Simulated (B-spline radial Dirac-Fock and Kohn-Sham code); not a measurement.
## Two-hole binding energies of Gd³⁺

System: Gd³⁺ in the configuration [Xe] 4f7.

The run's input, task.json:

```json
{"items": [{
  "Z": 64,
  "q": 3,
  "cfg": [[1, 0, 2], [2, 0, 2], [2, 1, 6], [3, 0, 2], [3, 1, 6], [3, 2, 10], [4, 0, 2], [4, 1, 6], [4, 2, 10], [4, 3, 7], [5, 0, 2], [5, 1, 6]],
  "A": 158,
  "rrms": 5.1569,
  "do": ["binding", "quiet", "double"]
}]}
```

Command: `python xray_run.py task.json out`

Calculated with a radial atomic solver, using relaxed Dirac-Fock hole states (ΔSCF) with Breit and QED corrections and a finite nucleus. U is the two-hole binding energy less the two single-hole energies, the effective repulsion of the holes after relaxation. Each two-hole energy is an average over J within one jj subconfiguration.

```
          holes  E(a) (eV)  E(b) (eV)  E(ab) (eV)  U (eV)
           2s⁻²     8420.3     8420.3     17021.9   181.2
   2s⁻¹ 2p1/2⁻¹     8420.3     7969.7     16561.5   171.4
        2p1/2⁻²     7969.7     7969.7     16169.7   230.4
   2s⁻¹ 3p1/2⁻¹     8420.3     1730.9     10228.1    76.9
   2s⁻¹ 3p3/2⁻¹     8420.3     1587.5     10080.4    72.6
   2s⁻¹ 3d5/2⁻¹     8420.3     1225.8      9725.5    79.3
   2p3/2⁻¹ 3s⁻¹     7282.0     1925.2      9280.1    73.0
2p3/2⁻¹ 3p1/2⁻¹     7282.0     1730.9      9092.1    79.2
2p3/2⁻¹ 3d5/2⁻¹     7282.0     1225.8      8586.4    78.7
        3d3/2⁻²     1256.2     1256.2           ?       ?
4d3/2⁻¹ 4d5/2⁻¹      190.7      185.0       400.2    24.5
        4d5/2⁻²      185.0      185.0       394.1    24.1
5p1/2⁻¹ 5p3/2⁻¹      60.44      55.87       130.2    13.9
        5p3/2⁻²      55.87      55.87       125.6    13.9
```

Question: Give the missing two-hole energy and U.

Answer: E(ab) = 2574.2 eV and U = 61.8 eV.
